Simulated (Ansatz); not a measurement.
CH$_{4}$S$_{2}$Si, SMILES `SC1[SiH2]S1`, 8 atoms. Total charge 0; spin multiplicity 1. All runs use 2 threads of an Arm Neoverse V1 on a shared host. Correlated methods freeze the cores.

**Question.** Give the basis size and wall time and peak host memory of each of these runs in Ansatz. RKS ωB97M-V/def2-QZVPP energy; RHF-MP2/def2-QZVPP energy; RKS PBE0-D4/def2-TZVP relaxation (6 steps); direct RPA on PBE orbitals/def2-TZVPP energy; RKS B97M-V/def2-TZVPP energy; RKS PBE-D4/def2-TZVPP energy and forces; RKS ωB97M-V/def2-SVP energy; RKS BHLYP-D4/def2-TZVPP energy; RKS HSE06 (plane-wave form)-D4/def2-TZVPP energy; RKS PBE0-D4/def2-TZVP frequencies; RHF-CCSD(T)/def2-TZVPP energy; RKS PBE0-D4/def2-QZVPP energy. (Best estimate.)

**Answer.** The calculation gave: Other jobs shared the machine, so times are rough.

```csv
level,job,functions,wall time,peak host memory (GiB)
RKS PBE-D4/def2-TZVPP,energy and forces,213,3.5 s,0.28
RKS BHLYP-D4/def2-TZVPP,energy,213,4.1 s,0.53
RKS HSE06 (plane-wave form)-D4/def2-TZVPP,energy,213,4.8 s,0.54
direct RPA on PBE orbitals/def2-TZVPP,energy,213,6 s,0.42
RKS ωB97M-V/def2-SVP,energy,88,7 s,0.42
RKS PBE0-D4/def2-QZVPP,energy,387,13 s,1.2
RKS B97M-V/def2-TZVPP,energy,213,14 s,0.34
RHF-MP2/def2-QZVPP,energy,387,22 s,1.8
RKS ωB97M-V/def2-QZVPP,energy,387,30 s,1.4
RKS PBE0-D4/def2-TZVP,relaxation (6 steps),166,30 s,0.41
RHF-CCSD(T)/def2-TZVPP,energy,213,74 s,2.7
RKS PBE0-D4/def2-TZVP,frequencies,166,2.4 min,0.42
```
